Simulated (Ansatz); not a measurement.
Cost and result for the atomization energy of `C[O][Sn][S]C` (11 atoms, 10 bonds).

```xyz
11

C     1.3822    0.4533    0.7865
O     0.7718    1.6495    0.3899
Sn   -0.2050    2.1610   -1.2500
S    -1.2425    0.0465   -1.8897
C    -1.3242   -1.0046   -0.4107
H     2.4257    0.6497    1.0582
H     0.8824    0.0337    1.6680
H     1.3781   -0.3110   -0.0003
H    -0.5539   -1.7739   -0.4484
H    -2.3043   -1.4813   -0.4056
H    -1.2104   -0.4229    0.5019
```

Total charge 0; spin multiplicity 1. Correlated methods include outer-core shells of Sn, which these sets cover unevenly. Sn: def2 effective core potential. Geometry: relaxed with PBE0-D4/def2-TZVP. It is one conformer, not always the lowest. Program: Ansatz. Hardware: A = 2 threads of a server CPU on a shared host; B = 2 threads of an AMD EPYC 7R13 on a shared host and a share of an NVIDIA H100 80 GB. Times are those of one run each, without the atoms' runs, and a repeat can differ threefold. Electronic energies, without spin–orbit coupling; frozen cores. CCSD(T)/CBS adds CCSD(T) − MP2 in def2-TZVPP to the MP2 limit, and its time is that of the two runs behind it. T1 = 0.016. With those shells the extrapolation isn't a true limit. B3LYP takes the VWN-RPA correlation (the form of Gaussian; ORCA's B3LYP/G).

CCSD(T)/CBS is a level of theory with its own doubt, some kJ/mol a heavy atom from the limit and from the frozen cores, so smaller differences don't rank the functionals.

```json
{"level": "MP2/def2-QZVPP [B]", "functions": "503", "wall time": "3.8 s"}
{"level": "CCSD(T)/def2-TZVPP [B]", "functions": "269", "wall time": "4.1 s"}
{"level": "BLYP-D4/def2-TZVPP [A]", "functions": "269", "wall time": "5.5 s"}
{"level": "PBE-D4/def2-TZVPP (with forces) [A]", "functions": "269", "wall time": "6.5 s"}
{"level": "BHLYP-D4/def2-TZVPP [A]", "functions": "269", "wall time": "6.5 s"}
{"level": "CCSD(T)/CBS(def2)", "functions": "–", "wall time": "7.9 s"}
{"level": "r2SCANh-D4/def2-TZVPP [A]", "functions": "269", "wall time": "10 s"}
{"level": "B3LYP-D4/def2-TZVPP (with forces) [A]", "functions": "269", "wall time": "10 s"}
{"level": "r2SCAN-D4/def2-TZVPP (with forces) [A]", "functions": "269", "wall time": "11 s"}
{"level": "B2PLYP/def2-TZVPP [A]", "functions": "269", "wall time": "16 s"}
{"level": "PBE-QIDH/def2-TZVPP [A]", "functions": "269", "wall time": "17 s"}
{"level": "CCSD(T)/def2-SVP [A]", "functions": "116", "wall time": "20 s"}
{"level": "ωB97M-V/def2-TZVPP (with forces) [A]", "functions": "269", "wall time": "34 s"}
```

(1) What atomization energy does each give, and how far from CCSD(T)/CBS? (Estimate.)

## Answers

(1) The calculation gave: 
| level | atomization (kcal/mol) | difference from CCSD(T)/CBS | per bond |
| --- | --- | --- | --- |
| MP2/def2-QZVPP [B] | 938.5 | 1.5 | 0.2 |
| CCSD(T)/def2-TZVPP [B] | 907.3 | -29.7 | -3.0 |
| BLYP-D4/def2-TZVPP [A] | 937.7 | 0.7 | 0.1 |
| PBE-D4/def2-TZVPP (with forces) [A] | 956.2 | 19.2 | 1.9 |
| BHLYP-D4/def2-TZVPP [A] | 902.2 | -34.8 | -3.5 |
| CCSD(T)/CBS(def2) | 937.0 | 0.0 | 0.0 |
| r2SCANh-D4/def2-TZVPP [A] | 928.7 | -8.3 | -0.8 |
| B3LYP-D4/def2-TZVPP (with forces) [A] | 934.4 | -2.6 | -0.3 |
| r2SCAN-D4/def2-TZVPP (with forces) [A] | 936.4 | -0.6 | -0.1 |
| B2PLYP/def2-TZVPP [A] | 921.6 | -15.4 | -1.5 |
| PBE-QIDH/def2-TZVPP [A] | 922.9 | -14.1 | -1.4 |
| CCSD(T)/def2-SVP [A] | 871.3 | -65.7 | -6.6 |
| ωB97M-V/def2-TZVPP (with forces) [A] | 934.2 | -2.8 | -0.3 |

From BLYP to BHLYP (50 % exact exchange), in def2-TZVPP and without D4, the atomization energy moves by −30.0 kcal/mol: exact exchange takes away binding that semilocal exchange gives to molecules. The D4 term adds +11.2 kcal/mol with B3LYP and +6.0 kcal/mol with PBE0; it sums over pairs of atoms, weighted by their polarisabilities, and B3LYP, whose exchange is more repulsive, gets the larger term. Leaving LDA and LC-ωPBE aside and taking each functional with its dispersion term where it has one, the values spread over 54.0 kcal/mol, from BHLYP-D4 to PBE-D4. LDA lies +128.2 kcal/mol from PBE without D4, its usual overbinding.

Spin–orbit coupling would lower the free Sn atoms strongly, and the atomization energy with them, by more than many differences here. For some Ge, Se and Sn compounds the MP2-based and the directly extrapolated limit differ by 10 to 25 kJ/mol.
